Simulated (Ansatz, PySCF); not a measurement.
(1R)-1-chloro-1,2,2-trifluoroethane (C2H2ClF3), SMILES FC(F)[C@H](F)Cl.

Geometry: PBE-D3(BJ)/def2-SVP. One conformer was computed; it need not be the lowest.

Vertical ionisation energy (IE) and electron affinity (EA) in eV. Rows of orbital energies are one-electron estimates. Where ΔSCF, EOM or ADC give a negative EA the extra electron is unbound and the value depends on the basis.

```json
[
 {"level": "−ε(HOMO), −ε(LUMO), ωB97X/def2-TZVP (PySCF)", "IE": "11.78", "EA": "-2.33"},
 {"level": "−ε(HOMO), −ε(LUMO), PBE/def2-TZVP (PySCF)", "IE": "7.73", "EA": "1.14"},
 {"level": "ΔSCF, PBE0/def2-SVPD (Ansatz), final states of multiplicity 2 and 2", "IE": "?", "EA": "?"},
 {"level": "ΔSCF, PBE/def2-SVPD (Ansatz), final states of multiplicity 2 and 2", "IE": "11.23", "EA": "-1.13"}
]
```

Q: Complete the blanks. (The exact figures need the calculation; the answer reports its results.)

A: 
- ΔSCF, PBE0/def2-SVPD (Ansatz, a first-principles code), final states of multiplicity 2 and 2, IE: 11.85
- ΔSCF, PBE0/def2-SVPD (Ansatz), final states of multiplicity 2 and 2, EA: -1.33

Q: What vertical singlet–triplet gap does ΔSCF give with PBE0/def2-SVPD (Ansatz) and with PBE/def2-SVPD (Ansatz)? (The exact figures need the calculation; the answer reports its results.)

A: 6.69 and 6.34 eV (triplet above singlet where positive).
